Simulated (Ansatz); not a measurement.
```yaml
crystal:
  periodic: [false, false, false]
  atoms:
    - {symbol: Mg, position_ang: [1.379611, 1.303281, 3.673296]}
    - {symbol: Mg, position_ang: [1.149662, 0.569272, 0.857021]}
    - {symbol: Mg, position_ang: [-2.755690, -0.909210, -1.023112]}
    - {symbol: Mg, position_ang: [1.522262, 0.100322, -2.013477]}
    - {symbol: N, position_ang: [-0.725547, -0.176156, -0.266605]}
    - {symbol: N, position_ang: [-0.705410, -0.481897, -1.461918]}
basis:
  gaussian: {orbitals: def2-mTZVPP}
total_charge: 1
magnetization: {spin_polarized: true, initial_magnetization: 3}
hamiltonian: {xc: {name: LC-wPBE}}
scf: {omitted_lower_state_checks: [starts]}
```

```sh
$ ansatz run in.yaml --threads 4 --pin off --events-out ev --progress --plain --max-ram 4787MiB
```

It prints (some lines left out):

```
Functional definition: LC-wPBE
1048 factors; their error is unknown
358 factors; integrals over basis functions are off by at most 2.2e-4 eV
mean field evaluation 1: about -24672.1811 eV, gradient 1.0e2 eV
mean field evaluation 2: about -23907.0628 eV, gradient 1.9e2 eV
mean field evaluation 4: about -24717.4775 eV, gradient 5.0e1 eV
mean field evaluation 8: about -24739.1127 eV, gradient 2.0e0 eV
mean field evaluation 16: about -24739.2862 eV, gradient 1.6e-1 eV
mean field evaluation 32: about -24739.2879 eV, gradient 5.6e-4 eV
mean field -24739.28789407 eV, -909.1520612154 hartree, gradient 1.1e-5 eV, S^2 3.856749; 0 other end points of the search recorded, 0 dependent functions left out
reference -24739.28789408 eV, -909.1520612157 hartree; 32, 29 occupied and 72, 75 virtual orbitals, 1048 factors
Total energy: -24739.28789408 eV, -909.1520612157 hartree
Checks for a lower state left out: starts
```

It took 6 s on 4 threads of Arm Neoverse V2 on a shared host.

LC-ωPBE has ω = 0.4 bohr⁻¹.
